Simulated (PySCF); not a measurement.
Bond length, frequency and bond energy of SeN⁺ by level of theory

State: ¹Σ⁺ (singlet), closed shell. Set-up: basis Se cc-pVDZ-PP with ECP10, N cc-pVDZ; scalar-relativistic core potentials; PySCF 2.14. De refers to Se⁺ + N in their high-spin ground configurations, without counterpoise correction. A positive dipole points towards N; it is taken about the centre of mass and depends on that origin.

```json
{"Level": "RHF", "Re (Å)": "1.532", "ωe (cm⁻¹)": "1388", "De (eV)": "-0.72", "μ (D)": "-1.87"}
{"Level": "RHF-MP2", "Re (Å)": "1.655", "ωe (cm⁻¹)": "864", "De (eV)": "4.45", "μ (D)": "n/a"}
{"Level": "RHF-SCS-MP2", "Re (Å)": "1.640", "ωe (cm⁻¹)": "921", "De (eV)": "4.26", "μ (D)": "n/a"}
{"Level": "RHF-CCSD", "Re (Å)": "1.592", "ωe (cm⁻¹)": "1144", "De (eV)": "3.24", "μ (D)": "n/a"}
{"Level": "RHF-CCSD(T)", "Re (Å)": "1.611", "ωe (cm⁻¹)": "1065", "De (eV)": "3.72", "μ (D)": "n/a"}
{"Level": "PBE", "Re (Å)": "1.603", "ωe (cm⁻¹)": "1118", "De (eV)": "5.24", "μ (D)": "-1.42"}
{"Level": "PBEsol", "Re (Å)": "1.597", "ωe (cm⁻¹)": "1133", "De (eV)": "5.54", "μ (D)": "-1.42"}
{"Level": "r²SCAN", "Re (Å)": "1.585", "ωe (cm⁻¹)": "1170", "De (eV)": "4.31", "μ (D)": "-1.48"}
{"Level": "PBE0", "Re (Å)": "1.574", "ωe (cm⁻¹)": "1215", "De (eV)": "4.17", "μ (D)": "-1.60"}
{"Level": "B97-3", "Re (Å)": "1.576", "ωe (cm⁻¹)": "1213", "De (eV)": "4.32", "μ (D)": "-1.67"}
{"Level": "BHandHLYP", "Re (Å)": "1.556", "ωe (cm⁻¹)": "1278", "De (eV)": "3.28", "μ (D)": "-1.72"}
```

Q: Which functional lies closest to RHF-CCSD(T) in De, which farthest, and by how much do they differ from it?

A: Closest is BHandHLYP (-5.5 pm in Re, +20.0 % in ωe, -0.44 eV in De against RHF-CCSD(T) in the same basis), farthest PBEsol (-1.4 pm in Re, +6.4 % in ωe, +1.82 eV in De). CCSD(T) converges more slowly with the basis than the functionals do and binds too weakly in this one, so the order can change at the basis-set limit.

Q: What does the step from GGA to meta-GGA do here, going from PBE to r²SCAN?

A: r²SCAN less PBE: -1.8 pm in Re, +4.7 % in ωe, -0.93 eV in De. 

Q: What does the triples do here, going from RHF-CCSD to RHF-CCSD(T)?

A: RHF-CCSD(T) less RHF-CCSD: +1.9 pm in Re, -6.9 % in ωe, +0.48 eV in De. Correlation nearly always deepens the well. The bond lengthens, as in strong covalent bonds, where excitations into antibonding orbitals dominate.

Correlated steps freeze 5 core orbitals. Correlated levels converge slowly with the basis: in double zeta they bind strong bonds too weakly, by up to about 1 eV, and carry superposition errors of some tenths. For an ion De counts to the pair picked by the measured ionisation energies or electron affinities, which need not be the lowest pair at this level. Where the molecule has an RHF reference, its open-shell atoms are computed with UHF. A negative De means that the minimum lies above the separated atoms at that level.
